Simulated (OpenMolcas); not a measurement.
Mo4+ among 3 point charges of -0.98 e arranged as a planar triangle (D3h), 2.2 Å from the ion.
```
   2.2000    0.0000    0.0000  -0.98
  -1.1000    1.9053    0.0000  -0.98
  -1.1000   -1.9053    0.0000  -0.98
```

```
Program             : OpenMolcas 26.06
Method              : CASSCF
Basis               : ANO-RCC-VDZP [6s5p3d1f]
Scalar Hamiltonian  : DKH2, point nucleus
Active space        : 2 electrons in 5 orbitals (4d)
State averaging     : 2S+1 = 3 even, 10 roots; 2S+1 = 1 even, 15 roots
Spin-orbit coupling : state interaction with AMFI integrals over the reference wave functions
```

What is the spin-free ground state (labels of D3, the rotations of D3h)?

3A2, 1-fold in its orbital part, 96 % from free-ion F terms; it has the highest spin that d2 allows.

Where is the first state of the same spin?

3E at 926 cm-1 above the ground state.

What are the lowest two levels with spin-orbit coupling?

A 1-fold level A1, then a 2-fold level E 541.9 cm-1 above it. Their leading multiplicities are 3 (99 %) and 3 (99 %).

What is χT at 300 K, and how does it compare with the textbook value?

The lowest level has 2S+1 = 3, for which the spin-only value is χT = S(S+1) / 2 = 1.000 cm3 K/mol (g = 2). The computed 0.161 at 300 K differs by -0.839, through orbital momentum, spin-orbit coupling and any other state in reach.

Spin-orbit coupling mixes the spin-free states strongly: the lowest level takes only 55 % from its leading state, 3A2. Without dynamic correlation the repulsion within the d shell is too large (B by tens of per cent), so at a given field states of lower spin stand too high. The ground term spreads over less than 5000 cm-1, several times less than with real ligands, so orbital moments are less quenched and χT lies further from the spin-only value than at real sites. This is an electrostatic model: the charges have no orbitals. No measured value stands beside these numbers.
